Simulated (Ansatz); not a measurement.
Gas-phase electronic energies from Ansatz, PBE0-D4/def2-TZVP geometries. CBS: MP2 limit from def2 TZ/QZ plus the TZ coupled-cluster correction, frozen cores. This one scheme is used for every species. DFT in def2-TZVPP. def2 core potentials past Kr. For Zr outer-core shells are correlated without core-valence functions, which leaves a few kJ/mol of doubt a bond. Each species was taken in one conformer, which may not be the lowest.

Reaction (formal hydrolysis of a Zr–F bond): `[OH][Zr]([F])([Cl])[Cl]` + H₂O → `[OH][Zr]([OH])([Cl])[Cl]` + H–F

| species | PBE0 energy (Eh) |
| --- | --- |
| `[OH][Zr]([F])([Cl])[Cl]` | -1143.06862 |
| H₂O | -76.38081 |
| `[OH][Zr]([OH])([Cl])[Cl]` | -1119.03794 |
| H–F | -100.39405 |

Q: Work out ΔE.

A: ΔE = (-1119.03794) + (-100.39405) − (-1143.06862) − (-76.38081) = 0.01744 Eh = +45.8 kJ/mol. CCSD(T)/CBS gives +39.2 kJ/mol.

Largest T1 diagnostic among the species: 0.016.

From PBE to PBE0 (25 % exact exchange), in def2-TZVPP and without D4, ΔE moves by −4.2 kJ/mol. The D4 term adds −3.4 kJ/mol with B3LYP and −1.9 kJ/mol with PBE0; it sums over pairs of atoms, weighted by their polarisabilities, and B3LYP, whose exchange is more repulsive, gets the larger term. Leaving LDA and LC-ωPBE aside and taking each functional with its dispersion term where it has one, the values, not all of them listed here, spread over 10.1 kJ/mol, from PBE-QIDH to B97M-V. LDA lies −8.5 kJ/mol from PBE without D4.

B3LYP here is the variant with VWN-RPA as its local correlation; programs differ in this.
